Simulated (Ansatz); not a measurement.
Coupled-cluster diagnostics for Ni2O2, Ansatz.

Geometry of the singlet (PBE-D4/def2-SVP):

```xyz
4

Ni   -0.6027   -0.4783    1.1891
Ni   -1.0232    0.8914   -0.4080
O     0.5628    0.2313    0.0496
O     1.0631   -0.6444   -0.8307
```

Correlated methods freeze 12 core orbitals; core or outer-core shells of Ni are correlated, in sets that lack core-valence functions. The structure holds 1 bond(s) between oxygen atoms. Another isomer (quintet) lies 3.30 eV lower at PBE0-D4/def2-TZVP; other spin states weren't run for this one.

Task: Estimate the CCSD(T) correlation energy, the shares of MP2 and (T), T1 and the reference's ⟨S²⟩ for: charge 0, singlet, own geometry in def2-TZVP; and the rough time on 4 threads of Arm Neoverse V2 on a shared host.

Result: 
```
                          state      basis  correlation (eV)  MP2 share (%)  (T) share (%)     T1  ⟨S²⟩ (pure)  wall time                                                    remarks
charge 0, singlet, own geometry  def2-TZVP           -50.729           92.6            8.3  0.127  0.00 (0.00)    2.1 min  flagged by the program, large T1, restricted SCF unstable
```
Customary marks for T1 are 0.02 (closed shells), 0.045 (open shells) and about 0.05 (3d metals). T1 exceeds 0.02 in 1 of 1 rows and 0.045 in 1; the higher it lies, the less the single-reference result can be trusted.
